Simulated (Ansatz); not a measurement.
`CB(O)[SiH2][SiH3]` at its PBE0-D4/def2-TZVP geometry, where that method's forces vanish. Charge 0, multiplicity 1.

```xyz
14

C    -1.5841    0.5812   -1.3045
B    -0.0438    0.3221   -1.2374
O     0.7565    1.0326   -2.0739
Si    0.7626   -0.9988    0.0942
Si    0.5554   -0.1742    2.2756
H    -1.9574    0.9272   -0.3336
H    -2.1251   -0.3492   -1.5094
H    -1.8543    1.3188   -2.0638
H     1.6915    0.8281   -1.9930
H     2.2160   -1.2302   -0.1776
H     0.0777   -2.3233    0.0421
H    -0.8807    0.0554    2.5958
H     1.2692    1.1264    2.4035
H     1.1165   -1.1161    3.2818
```

(1) What forces (eV/Å) does B3LYP-D4/def2-TZVPP give on these atoms in the Gaussian-basis code of Ansatz? (Estimate.)

Answers

(1) Computed: 
```
C1  -0.086  0.014  0.013
B2  -0.052 -0.100  0.084
O3   0.099  0.061 -0.067
Si4  0.043 -0.113 -0.056
Si5 -0.015  0.046  0.140
H6   0.001 -0.010 -0.050
H7   0.010  0.045  0.002
H8  -0.005 -0.033  0.036
H9   0.034  0.028 -0.037
H10 -0.082  0.012  0.007
H11  0.041  0.073 -0.002
H12  0.088 -0.011 -0.015
H13 -0.043 -0.073 -0.004
H14 -0.035  0.061 -0.051
```

B3LYP here is the variant with VWN-RPA as its local correlation; programs differ in this.
